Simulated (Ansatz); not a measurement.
Start from `FC#CF` and change one atom or group to get `FC#C[CH2][GeH3]`.

Ansatz, PBE0-D4/def2-TZVP geometries, multiplicity 1. 

Scalar relativity is left out up to krypton.

```json
{"property": "HOMO energy (PBE0/def2-TZVPP) / eV", "`FC#CF`": "-8.21"}
{"property": "size of the dipole moment (PBE/def2-TZVPP) / D", "`FC#CF`": "0.00"}
{"property": "HOMO energy (PBE/def2-TZVPP) / eV", "`FC#CF`": "-6.75"}
{"property": "HOMO–LUMO gap (B3LYP/def2-TZVPP) / eV", "`FC#CF`": "8.52"}
{"property": "size of the dipole moment (ωB97M-V/def2-TZVPP) / D", "`FC#CF`": "0.00"}
{"property": "LUMO energy (B3LYP/def2-TZVPP) / eV", "`FC#CF`": "0.55"}
```

(1) What does the change do to each property? (Estimate.)

Results:

(1) Ansatz gave: 
| property | `FC#C[CH2][GeH3]` | shift |
| --- | --- | --- |
| HOMO energy (PBE0/def2-TZVPP) / eV | -7.32 | 0.89 |
| size of the dipole moment (PBE/def2-TZVPP) / D | 1.00 | 1.00 |
| HOMO energy (PBE/def2-TZVPP) / eV | -6.09 | 0.66 |
| HOMO–LUMO gap (B3LYP/def2-TZVPP) / eV | 7.43 | -1.09 |
| size of the dipole moment (ωB97M-V/def2-TZVPP) / D | 1.18 | 1.18 |
| LUMO energy (B3LYP/def2-TZVPP) / eV | 0.32 | -0.23 |

With PBE0 the HOMO rises by 0.89 eV and the LUMO falls by 0.31 eV, so the gap narrows by about 1.20 eV. PBE moves the HOMO by 0.66 eV and ωB97M-V by 1.02 eV.

B3LYP here is the variant with VWN-RPA as its local correlation; programs differ in this.
